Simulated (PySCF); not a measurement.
A side-by-side comparison of computed properties.

First species: C4H11F3N2Si.
SMILES: `C[C@H](CC(F)(F)F)[SiH](N)N`

Second species: C₅H₁₂N₂OSi.
Geometry (GFN2-xTB, Å), atoms numbered from 1 in this order:
```
atom  x, y, z in Å
C1    -0.8537   -0.4658    1.6755
C2    -0.4271   -0.0383    0.2723
C3    -1.4546   -0.5656   -0.7381
O4    -1.4699   -1.9689   -0.8276
C5    -0.4387    1.5003    0.2150
C6     0.1148    1.9958   -1.0132
N7     0.5777    2.3747   -1.9889
Si8    1.3122   -0.7481   -0.1302
N9     2.4396    0.2932    0.6530
H10   -1.0124   -1.5411    1.6938
H11   -0.0907   -0.2130    2.4087
H12   -1.7874    0.0202    1.9612
H13   -2.4678   -0.2905   -0.4242
H14   -1.2691   -0.1160   -1.7246
H15   -0.6756   -2.2637   -1.2830
H16    0.1525    1.8999    1.0435
H17   -1.4638    1.8758    0.3132
H18    1.4462   -0.8767   -1.5924
H19    1.4918   -2.0501    0.5089
H20    2.4928    1.2551    0.3536
H21    3.3744   -0.0604    0.7778
```

Levels: PBE0/pcSseg-1 for HOMO energy, LUMO energy and HOMO–LUMO gap. Geometries: GFN2-xTB. Each structure is a single optimised conformer of the isolated species, non-relativistic unless stated. Electronic properties by PySCF.

Values for the first species:

```
HOMO energy   : -7.19 eV
LUMO energy   : 1.09 eV
HOMO–LUMO gap : 8.28 eV
```

Q: Estimate the same properties for the second species, and the change in each.

A: 
```json
{"property": "HOMO energy", "first": "-7.19 eV", "second": "-7.69 eV", "second less first": "-0.50 eV"}
{"property": "LUMO energy", "first": "1.09 eV", "second": "0.20 eV", "second less first": "-0.89 eV"}
{"property": "HOMO–LUMO gap", "first": "8.28 eV", "second": "7.89 eV", "second less first": "-0.39 eV"}
```

